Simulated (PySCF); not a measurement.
C2H11NOSi2.
InChI=1S/C2H11NOSi2/c1-3-5-2-6-4/h3-4H,2,5-6H2,1H3

Computed with TDDFT CAM-B3LYP/def2-SVPD, vertical, gas phase, core orbitals frozen in the response (PySCF 2.14.0, density-fitted response routines). Geometry: GFN2-xTB, one conformer, isolated molecule. Torsions of this conformer, `[CH3:1][NH:2][SiH2:3][CH2:4][SiH2:5][OH:6]`: C1–N2–Si3–C4 64°, N2–Si3–C4–Si5 52°, Si3–C4–Si5–O6 -43°, H–O6–Si5–C4 25°.

Broadening: Gaussians 0.5 eV wide at half height, area fixed by f = 4.319×10⁻⁹ ∫ε dν̃. The width is an assumption, not a result. The curve ends short of the highest state used, and states not computed would add to its high-energy end.

```csv
λ (nm),ε (L mol⁻¹ cm⁻¹)
167.9,2296
169.8,1728
171.7,1304
173.7,1014
175.6,832
177.6,675
179.5,527
181.5,376
183.4,254
185.3,167
187.3,116
189.2,100
191.2,106
193.1,121
195.1,135
197.0,142
199.0,138
200.9,124
202.8,104
204.8,80
206.7,59
208.7,40
210.6,26
212.6,15
214.5,9
216.4,5
218.4,3
220.3,1
222.3,1
224.2,0
```

**Question.** Where are the band maxima, and which computed states make them?

**Answer.** 197 nm (6.28 eV), ε about 140, made up of S1 (99%) (ε in L mol⁻¹ cm⁻¹; maxima over ε = 5, shares over 10%). At its high-energy end, 7.39 eV, the curve is still rising (ε about 2300, from S3 and S4). The states used: S1 6.28 eV (f 0.0026); S2 7.05 eV (f 0.012); S3 7.52 eV (f 0.032); S4 7.56 eV (f 0.0084); S5 7.58 eV (f 0.0040); S6 7.76 eV (f 0.010); S7 7.95 eV (f 0.061); S8 7.99 eV (f 0.042).

**Question.** What would ε be at 6.28 eV, the highest of these maxima, with half the width (0.25 eV)?

**Answer.** About 283 L mol⁻¹ cm⁻¹ against 142, a factor of about 1.99; a lone state at its own centre would give exactly 2.

**Question.** Does any computed singlet lie in the visible range?

**Answer.** No computed singlet lies in the visible range (380 to 750 nm); the lowest, at 197 nm, stands 3.02 eV above its violet end (3.26 eV).

**Question.** Coming from long wavelengths, where does ε first pass 100 L mol⁻¹ cm⁻¹?

**Answer.** At about 203 nm (6.10 eV), 0.18 eV below S1.
